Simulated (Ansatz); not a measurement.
```yaml
crystal:
  periodic: [false, false, false]
  atoms:
    - {symbol: N, position_ang: [-0.518620, 0.003874, -0.789153]}
    - {symbol: Zr, position_ang: [0.144741, 0.296770, 0.296975]}
    - {symbol: O, position_ang: [0.448818, -0.878141, 0.697224]}
    - {symbol: F, position_ang: [1.178483, 0.957069, 0.054318]}
    - {symbol: F, position_ang: [-0.586646, 0.838023, 1.102186]}
    - {symbol: H, position_ang: [-0.530653, -0.642296, -1.188832]}
    - {symbol: H, position_ang: [-0.803450, 0.412167, -1.165748]}
    - {symbol: H, position_ang: [0.778733, -1.355988, 1.202635]}
basis:
  gaussian: {orbitals: def2-TZVP}
hamiltonian: {xc: {name: wB97}, pseudopotentials: {relativity: scalar}}
scf: {lower_state_search: light}
output: {forces: true}
```

```sh
$ ansatz run in.yaml --threads 4 --pin off --events-out ev --progress --plain --max-ram 10444MiB
```

Shortened log:

```
Functional definition: wB97
1071 factors; their error is unknown
357 factors; integrals over basis functions are off by at most 3.1e-5 eV
mean field evaluation 1: about -10193.6413 eV, gradient 1.3e2 eV
mean field evaluation 2: about -10114.1445 eV, gradient 2.0e2 eV
mean field evaluation 4: about -10217.0150 eV, gradient 1.7e1 eV
mean field evaluation 8: about -10217.7914 eV, gradient 6.0e-1 eV
mean field evaluation 16: about -10217.7779 eV, gradient 7.2e-3 eV
mean field -10217.77791779 eV, -375.4964126200 hartree, gradient 7.2e-5 eV, S^2 0.000000; 0 other end points of the search recorded, 0 dependent functions left out
reference -10217.77789471 eV, -375.4964117719 hartree; 24, 24 occupied and 158, 158 virtual orbitals, 1071 factors
Total energy: -10217.77789471 eV, -375.4964117719 hartree
Relativity: scalar
Atom 0 at    -0.518620     0.003874    -0.789153 Å, force    -8.031234   -41.406536   -12.225059 eV/Å
Atom 1 at     0.144741     0.296770     0.296975 Å, force     5.398177    -5.999130   -17.457116 eV/Å
Atom 2 at     0.448818    -0.878141     0.697224 Å, force    13.368395   -70.522153    16.173181 eV/Å
Atom 3 at     1.178483     0.957069     0.054318 Å, force    87.386818    56.177780   -21.374861 eV/Å
Atom 4 at    -0.586646     0.838023     1.102186 Å, force   -72.886091    53.605966    79.001057 eV/Å
Atom 5 at    -0.530653    -0.642296    -1.188832 Å, force    -0.895838   -23.226633   -14.163505 eV/Å
Atom 6 at    -0.803450     0.412167    -1.165748 Å, force   -33.239988    46.310876   -43.272742 eV/Å
Atom 7 at     0.778733    -1.355988     1.202635 Å, force     8.899760   -14.940169    13.319046 eV/Å
Dipole moment:     0.119242     0.134577     0.169448 e Å
```

(1) Something in this input is off. What?

Answers

(1) The geometry is squeezed to about two thirds of its size. Self-consistency was reached. The result belongs to that input, not to the molecule as meant.
